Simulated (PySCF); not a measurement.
**Excitation energy of Rh²⁺ by level of theory**

Rh²⁺ [Kr] 4d7 (4F) → Rh²⁺ [Kr] 4d6 5p1 (high-spin determinant), as a difference of total energies. Computed with PySCF 2.14 in def2-TZVPPD with the def2 core potential (28 electrons), with scalar relativity through the core potential. Correlated levels: valence: 4s2 4p6 frozen; valence and next inner shell: nothing frozen outside the core potential. The calculations carry no spin-orbit coupling.

```json
{"method": "UHF", "excitation energy (cm⁻¹)": "88104"}
{"method": "LDA", "excitation energy (cm⁻¹)": "91642"}
{"method": "PBE", "excitation energy (cm⁻¹)": "91853"}
{"method": "PBE0", "excitation energy (cm⁻¹)": "92859"}
{"method": "r2SCAN", "excitation energy (cm⁻¹)": "90903"}
{"method": "B3LYP", "excitation energy (cm⁻¹)": "93625"}
{"method": "M06-2X", "excitation energy (cm⁻¹)": "97858"}
{"method": "M06", "excitation energy (cm⁻¹)": "98331"}
{"method": "PBEsol", "excitation energy (cm⁻¹)": "91479"}
{"method": "MP2 (valence)", "excitation energy (cm⁻¹)": "94702"}
{"method": "SCS-MP2 (valence)", "excitation energy (cm⁻¹)": "97869"}
{"method": "MP2 (valence and next inner shell)", "excitation energy (cm⁻¹)": "91968"}
{"method": "SCS-MP2 (valence and next inner shell)", "excitation energy (cm⁻¹)": "93717"}
```

The determinant of the upper state mixes LS terms, which raises its energy above the lowest term, most at the Hartree-Fock and MP2 levels.
